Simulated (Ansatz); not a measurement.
BGaH₆SSi (`[SiH3]B[S][GaH2]`). Total charge 0; spin multiplicity 1. The geometry is a stationary point of PBE0-D4/def2-TZVP. It is one conformer, not always the lowest.

```xyz
10

Si    0.038   -1.336   -0.081
B    -1.082   -0.283    1.202
S    -0.957    1.467    1.118
Ga    0.567    1.648   -0.588
H     0.800   -0.290   -0.911
H    -0.675   -2.129   -1.117
H     1.131   -2.164    0.496
H    -1.817   -0.769    2.009
H     2.042    1.901   -0.139
H    -0.048    1.956   -1.990
```

Problem. What is the dipole moment at PBE/def2-TZVPP? (An estimate is asked.)

Solution. Ansatz gave: 1.22 D, with components (0.53, -0.91, -0.61) D in this frame, pointing from negative to positive charge.

Problem. And with r2SCAN, B3LYP, ωB97M-V? (An estimate is asked.)

Solution. The calculation gave: r2SCAN 1.37 D, B3LYP 1.34 D, ωB97M-V 1.37 D.

Problem. Give the Mulliken charges with PBE, B3LYP, r2SCAN in def2-TZVPP. (Estimate.)

Solution. The calculation gave: 
| atom | PBE | B3LYP | r2SCAN |
| --- | --- | --- | --- |
| Si1 | 0.10 | 0.17 | 0.22 |
| B2 | 0.01 | 0.01 | 0.00 |
| S3 | -0.15 | -0.19 | -0.19 |
| Ga4 | 0.18 | 0.25 | 0.28 |
| H5 | -0.06 | -0.11 | -0.11 |
| H6 | -0.03 | -0.04 | -0.05 |
| H7 | -0.03 | -0.04 | -0.05 |
| H8 | 0.03 | 0.05 | 0.02 |
| H9 | -0.03 | -0.05 | -0.06 |
| H10 | -0.03 | -0.05 | -0.06 |

B3LYP here is the variant with VWN-RPA as its local correlation; programs differ in this.
